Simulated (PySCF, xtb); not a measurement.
GeH4, SMILES [GeH4].

xtb 6.7.1 with GFN2-xTB at its own geometry gives an orbital gap of 8.62 eV and a dipole moment of 0.00 D.

The structure is a stationary point at ωB97X-D3(BJ)/def2-TZVPD. The isomer is the one that the SMILES or the coordinates give; other isomers of the formula were not compared.

**Question.** What does r2SCAN/def2-TZVPD in PySCF give? (An estimate is asked for; the answer gives what the named calculation found.)

**Answer.** gap 9.06 eV (levels -8.70 and 0.36 eV), dipole 0.00 D.
